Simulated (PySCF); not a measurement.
**Mo⁺: excitation energy**

Mo⁺ [Kr] 4d5 (6S) → Mo⁺ [Kr] 4d4 5p1 (high-spin determinant), as a difference of total energies. Calculation: PySCF 2.14, in x2c-TZVPPall with one added diffuse shell each of s, p, d, f type (9s7p7d3f1g, 95 functions); scalar relativity by spin-free X2C-1e. Correlated levels: valence and next inner shell: [Ar] 3d10 frozen. The calculations carry no spin-orbit coupling.

```tsv
method	excitation energy (eV)
UHF	5.571
MP2 (valence and next inner shell)	6.096
SCS-MP2 (valence and next inner shell)	5.889
CCSD (valence and next inner shell)	5.938
CCSD(T) (valence and next inner shell)	5.946
```

Task: How much does correlation contribute at CCSD(T) (valence and next inner shell)?

Result: 5.946 − (5.571) = 0.375 eV, measured against UHF.

A first-order spin-orbit estimate (lowest level to lowest level, LS coupling) adds -0.195 eV.

The determinant of the upper state mixes LS terms, which raises its energy above the lowest term, most at the Hartree-Fock and MP2 levels.
